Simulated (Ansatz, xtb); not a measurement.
## C2H7BGeO: 3 structures ranked

3 gas-phase structures of C2H7BGeO, from a drawn sample of its isomers (lower ones may exist). Each was relaxed with GFN2-xTB:

A. `B[C@@H]1O[C@@H]1[GeH3]`, a singlet
B. `B[C@@H]1O[C@H]1[GeH3]`, a singlet
C. `B[C@@]1([GeH3])CO1`, a singlet

**Question.** Which do you expect lowest at r2SCAN-D4/def2-SVP, and how would the others follow?

**Answer.** Calculated order at r2SCAN-D4/def2-SVP: B (0.0), C (1.0), A (2.0) kcal/mol. Less than 1 kcal/mol parts B and C, so the order within that pair means little.

Energies above the lowest of each column, in kcal/mol; the last columns are at B3LYP/def2-SVP geometries:

| structure | GFN2-xTB | HF/STO-3G | r2SCAN-D4/def2-SVP | B3LYP/def2-SVP | CCSD(T)/def2-SVP + ΔMP2/def2-TZVPP |
| --- | --- | --- | --- | --- | --- |
| B | 0.0 | 0.0 | 0.0 | 0.0 | 0.6 |
| C | 0.7 | 6.0 | 1.0 | 0.5 | 0.0 |
| A | 0.9 | 1.4 | 2.0 | 2.4 | 2.8 |

CCSD(T)/def2-SVP + ΔMP2/def2-TZVPP has B and C within 1 kcal/mol of each other at the bottom, and every level picks one of them. CCSD(T)/def2-SVP + ΔMP2/def2-TZVPP orders those it was run on as C (0.0), B (0.6), A (2.8) kcal/mol. Less than 1 kcal/mol parts C and B, so the order within that pair means little. Flexible structures stand in one conformer each, not always the lowest. ΔMP2 is the change of the MP2 energy from the smaller to the larger basis.

Programs: Ansatz 0.2.0, xtb 6.7.1.
